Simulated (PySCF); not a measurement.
**Partial charges of `CC(C)(C)c1n[nH]cp1`**

Species: C₆H₁₁N₂P.
SMILES with atom numbers: `[CH3:1][C:2]([CH3:3])([CH3:4])[c:5]1[n:6][nH:7][cH:8][p:9]1` (hydrogens: H10, H11, H12 on C1; H13, H14, H15 on C3; H16, H17, H18 on C4; H19 on N7; H20 on C8)

Cartesian coordinates in Å at the GFN2-xTB level; atoms count from 1:
```xyz
20
C6H11N2P angstrom
C     -1.1252   -0.6842    1.4199
C     -0.7437   -0.2063    0.0152
C     -0.9926   -1.3335   -0.9920
C     -1.5698    1.0233   -0.3618
C      0.7224    0.1234    0.0062
N      1.1508    1.3202   -0.2945
N      2.4703    1.3721   -0.2359
C      3.1050    0.2353    0.1070
P      2.0027   -1.0509    0.3944
H     -0.9428    0.1013    2.1505
H     -2.1782   -0.9544    1.4543
H     -0.5324   -1.5560    1.6942
H     -0.7149   -1.0140   -1.9945
H     -2.0436   -1.6140   -0.9942
H     -0.3987   -2.2085   -0.7306
H     -1.2954    1.3733   -1.3529
H     -1.3892    1.8302    0.3427
H     -2.6293    0.7772   -0.3541
H      2.9214    2.2514   -0.4469
H      4.1782    0.2248    0.1701
```

Density: PBE0/pcSseg-1 (PySCF); schemes: Mulliken, IAO, Hirshfeld and ESP-fitted. Geometry: GFN2-xTB; no solvent, vibrations or thermal averaging.

Problem. Atoms with like bonding are taken together and averaged. Which atoms carry the lowest charge in the Mulliken, IAO, Hirshfeld and ESP-fitted schemes?

Solution. The schemes don't all agree: Mulliken C2 (-0.614); IAO C1/C3/C4 (-0.411); Hirshfeld C1/C3/C4 and N6 (-0.122); ESP-fitted C1/C3/C4 (-0.554).

Problem. Which atoms carry the highest charge in the Mulliken, IAO, Hirshfeld and ESP-fitted schemes?

Solution. The schemes don't all agree: Mulliken P9 (+0.308); IAO H19 (+0.303); Hirshfeld H19 (+0.161); ESP-fitted C2 (+0.584).

Problem. For which atoms does the sign change between the 4 schemes (beyond +0.03 e in one, beyond −0.03 e in another)?

Solution. C2, C5 and P9. Atomic charges aren't observables, and each scheme defines them in its own way.

Problem. Tabulate the Mulliken, IAO, Hirshfeld and ESP-fitted charges.

Solution. In e; atoms taken as equivalent share a row and are averaged (×n: the atom named and its like, n in all):

```tsv
atom	environment	Mulliken	IAO	Hirshfeld	ESP-fitted
C1/C3/C4	methyl carbon	-0.133	-0.411	-0.122	-0.554
C2	benzylic-type carbon	-0.614	+0.048	+0.020	+0.584
C5	substituted aromatic carbon	-0.046	-0.101	-0.005	+0.303
N6	pyridine-type nitrogen	-0.253	-0.229	-0.122	-0.448
N7	pyrrole-type nitrogen	-0.161	-0.092	-0.010	-0.082
C8	aromatic CH next to a ring nitrogen	-0.156	-0.318	-0.074	-0.122
P9	phosphorus bonded to 2 C	+0.308	+0.203	+0.019	-0.237
H10 (×9)	methyl hydrogen	+0.112	+0.138	+0.036	+0.130
H19	N–H hydrogen	+0.197	+0.303	+0.161	+0.320
H20	aromatic hydrogen	+0.115	+0.174	+0.058	+0.173
```

Mean size of the charges over all atoms: ESP-fitted 0.255 e, IAO 0.197 e, Mulliken 0.163 e, Hirshfeld 0.058 e. Each set sums to the total charge, 0, to within 0.001 e. The ESP scheme is a least-squares fit of atom-centred charges to the potential on four shells outside the van der Waals surface, with the total charge fixed. The Mulliken scheme gives each basis function's population to the atom it is centred on and halves the overlap population of two atoms between them.

Some averages cover members that differ in this geometry: C1/C3/C4, Mulliken -0.145 to -0.109 e.

Problem. How many electrons does the IAO scheme count on C5?

Solution. Z − q = 6 − (-0.101) = 6.101.

Problem. How closely do the schemes follow one another over all atoms?

Solution. Correlation coefficient and root-mean-square difference: IAO with Hirshfeld 0.95, 0.158 e; Hirshfeld with ESP-fitted 0.83, 0.252 e; IAO with ESP-fitted 0.77, 0.199 e; Mulliken with IAO 0.60, 0.192 e; Mulliken with Hirshfeld 0.55, 0.172 e; Mulliken with ESP-fitted 0.11, 0.350 e.

The run behind these numbers computed NMR shieldings as well. Time: 43 s wall; peak memory 1.0 GiB. Hardware: Arm Neoverse V1, one thread, no GPU, shared host with 32 logical CPUs at a one-minute load of 23.
